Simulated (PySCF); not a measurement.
difluoro(fluoromethyl)silane (CH3F3Si), SMILES FC[SiH](F)F. Heavy atoms are numbered as in [F:1][CH2:2][SiH:3]([F:4])[F:5]. Hydrogens are named by the atom that carries them.

The structure is a stationary point at ωB97X-D3(BJ)/def2-SVP. Other conformers were not sampled.

Calculation: PySCF with PBE/pcSseg-1.

GIAO shieldings, no solvent; atoms alike by connectivity are averaged. δ = σ(ref) − σ: ¹⁹F against CFCl3 (σ = 133.6 ppm); ¹³C against TMS (σ = 182.0 ppm); ²⁹Si against TMS (σ = 335.4 ppm); ¹H against TMS (σ = 31.49 ppm), references at their B3LYP-D3(BJ)/def2-TZVP geometries, non-relativistic.

```tsv
atoms	nucleus	count	δ (ppm)
F4	¹⁹F	2	-182.8
F1	¹⁹F	1	[?]
C2 (CH2)	¹³C	1	[?]
Si3 (SiH)	²⁹Si	1	[?]
H on Si3	¹H	1	5.35
H on C2	¹H	2	4.84
```

Problem. Complete the blanks. (Estimate from the structure and the level; the computed values follow.)

Solution. 
- Si3 (SiH), δ (ppm): -9.2
- C2 (CH2), δ (ppm): 81.1
- F1, δ (ppm): -334.8
